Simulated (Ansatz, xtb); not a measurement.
C4H8GeO: which of two isomers lies lower

Structure I: `C=C[C@@H]1O[C@H]1[GeH3]`, a singlet. Structure II: `C=C[C@@]1([GeH3])CO1`, a singlet. Both are isolated molecules in the gas phase, relaxed with B3LYP-D3(BJ)/def2-SVP; each stands in its lowest conformer found.

**Question.** Which of the two would you expect CCSD(T)/def2-SVP + ΔMP2/def2-TZVPP electronic energies to favour?

**Answer.** Too close to call at this level: CCSD(T)/def2-SVP + ΔMP2/def2-TZVPP gives E(II) − E(I) = +0.20 kcal/mol.

Level by level:

```csv
level,geometry,E(II) − E(I) (kcal/mol),departure from the last row (kcal/mol),"job, with rough time for the two"
GFN2-xTB,GFN2-xTB,+0.60,+0.40,"optimisation, 1.6 s"
HF/STO-3G,GFN2-xTB,+2.76,+2.57,"single point, 4.7 s"
r2SCAN-D4/def2-SVP,GFN2-xTB,+0.27,+0.07,"single point, 23 s"
B3LYP-D3(BJ)/def2-SVP,B3LYP-D3(BJ)/def2-SVP,+0.35,+0.15,"optimisation, 5.7 min"
HF/def2-SVP,B3LYP-D3(BJ)/def2-SVP,+1.18,+0.99,part of the CCSD(T) run
MP2/def2-SVP,B3LYP-D3(BJ)/def2-SVP,−0.89,−1.09,part of the CCSD(T) run
CCSD(T)/def2-SVP,B3LYP-D3(BJ)/def2-SVP,−0.49,−0.68,single point
CCSD(T)/def2-SVP + ΔMP2/def2-TZVPP,B3LYP-D3(BJ)/def2-SVP,+0.20,,"single point, 3.9 min"
```

As drawn, both hold the same kinds of bond in the same numbers.

The largest departure from CCSD(T)/def2-SVP + ΔMP2/def2-TZVPP is that of HF/STO-3G, 2.57 kcal/mol. The last row adds to CCSD(T) the change of the MP2 difference between the two basis sets, here +0.68 kcal/mol.

With thermal terms from frequencies at re-optimised GFN2-xTB minima (ideal gas, soft modes damped towards free rotors, one conformer each, 298.15 K, 1 atm): the zero-point term adds −0.23 kcal/mol; ΔH is +0.01 and ΔG +0.07 kcal/mol.

The correlated steps freeze 14 core orbitals; the filled d shell of Ge is correlated, in a basis made for valence electrons. Run with Ansatz 0.2.0, xtb 6.7.1; the last row on 2 threads of Intel(R) Xeon(R) Processor @ 2.50GHz (Skylake/Cascade Lake) on a shared host.
